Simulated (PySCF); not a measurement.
[Ta(F)2(NH2)3], neutral singlet in the gas phase. 

Cartesian coordinates (Å):
```xyz
12

Ta    -0.1352     0.0970    -0.0021
F      0.3716    -1.5924    -0.7902
F      1.6057     0.8826    -0.0351
N     -1.4269     0.2708    -1.5113
H     -2.0057     1.0870    -1.7208
H     -1.6502    -0.5118    -2.1350
N     -0.8016     1.8108     0.8287
H     -1.7559     2.0527     1.1206
H     -0.1906     2.6118     1.0323
N     -0.8097    -0.9694     1.5420
H     -0.9144    -1.9885     1.5017
H     -1.1689    -0.5948     2.4227
```
Charge 0, multiplicity 1.

All levels are single points at this geometry (PBE-D3(BJ)/def2-SVP); Pople sets use spherical d functions. Orbital energies aren't observables, and empty levels follow the basis.

B3LYP-D3(BJ)/def2-TZVP in PySCF gives gap (eV) = 5.50.

### Question
Estimate the gap (eV) from each of these levels: TPSSh-D3(BJ)/def2-TZVP in PySCF; BP86/6-31G* (LANL2DZ on Ta) in PySCF; M06-2X/6-31G* (LANL2DZ on Ta) in PySCF; PBE/6-31G* (LANL2DZ on Ta) in PySCF; HF/6-31G* (LANL2DZ on Ta) in PySCF.

### Answer

| level | gap (eV) |
|---|---|
| TPSSh-D3(BJ)/def2-TZVP in PySCF | 4.73 |
| BP86/6-31G* (LANL2DZ on Ta) in PySCF | 3.40 |
| M06-2X/6-31G* (LANL2DZ on Ta) in PySCF | 8.09 |
| PBE/6-31G* (LANL2DZ on Ta) in PySCF | 3.41 |
| HF/6-31G* (LANL2DZ on Ta) in PySCF | 12.91 |
